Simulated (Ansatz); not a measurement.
Total energies of `C[O][Mo](=[O])([F])([Cl])[Cl]`.

Z-matrix (Å, degrees):
```
Mo
Cl 1 2.287
O 1 1.833 2 154.7
F 1 1.858 2 84.6 3 -73.0
O 1 1.644 2 102.5 3 177.9
Cl 1 2.303 2 85.9 3 70.5
C 3 1.399 1 136.9 2 10.0
H 7 1.091 3 108.6 1 -179.5
H 7 1.094 3 110.4 1 -58.8
H 7 1.097 3 108.6 1 61.0
```

Total charge 0; spin multiplicity 1. Correlated methods include outer-core shells of Mo, which these sets cover unevenly. Mo: def2 effective core potential. The geometry is a stationary point of PBE0-D4/def2-TZVP. It is one conformer, not always the lowest. Basis def2-TZVPP, Ansatz.

RPA on PBE orbitals: Hartree–Fock energy of these orbitals -1275.44073 Eh, correlation -2.80826 Eh (frozen core).

| functional | energy without D4 (Eh) | D4 term (kJ/mol) |
| --- | --- | --- |
| LDA (SPW92) | -1274.06305 | – |
| PBE | -1278.56011 | -32.0 |
| revPBE | -1278.99426 | -85.3 |
| BLYP | -1279.13371 | -68.4 |
| r2SCAN | -1279.04461 | -7.8 |
| B97M-V | -1278.87901 | – |
| PBE0 | -1278.55226 | -27.4 |
| r2SCANh | -1278.98688 | -8.5 |
| r2SCAN0 | -1278.90330 | -9.4 |
| CAM-B3LYP | -1279.05360 | -28.3 |
| LC-ωPBE | -1278.74583 | – |
| ωB97M-V | -1278.93602 | – |
| B2PLYP | -1278.66145 | – |
| PBE-QIDH | -1278.28779 | – |

(1) Give the same for B3LYP, HSE06 (plane-wave form), BHLYP, ωB97X-V. (An estimate is asked.)

B3LYP takes the VWN-RPA correlation (the form of Gaussian; ORCA's B3LYP/G). HSE06 is the plane-wave form, built on full-range PBE exchange. The double hybrids freeze the cores in their second-order part.

Results:

(1) Ansatz gave: 
```tsv
functional	energy without D4 (Eh)	D4 term (kJ/mol)
B3LYP	-1279.22779	-51.8
HSE06 (plane-wave form)	-1278.52417	-25.8
BHLYP	-1278.87627	-43.0
ωB97X-V	-1278.88422	–
```

LC-ωPBE has ω = 0.4 bohr⁻¹.
